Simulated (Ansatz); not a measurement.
```xyz
6

C    -0.0097    0.0227   -0.7581
C     0.0072   -0.0235    0.7665
O     0.0038    1.0573   -1.3634
O     0.0017   -1.0642    1.3672
H     0.0028   -0.9767   -1.2434
H    -0.0011    0.9897    1.2497
```

Basis set: def2-TZVP (spherical functions). Correlated methods keep 4 orbitals frozen. Charge 0, multiplicity 1.

Computed with Ansatz (development build ahead of 0.2.0); each method stands on the lowest determinant of its kind that the runs found. Restricted open shells among the atoms or ions are ROHF, correlated in semicanonical orbitals with singles.

The atomization energy at this shape (free ground-state atoms in the same class of orbitals less the molecule, no zero-point energy) of singlet C₂H₂O₂:

| method | atomization energy |
| --- | --- |
| RHF-MP2 | 27.54 eV |

Q: What does RHF give?

A: 18.83 eV.
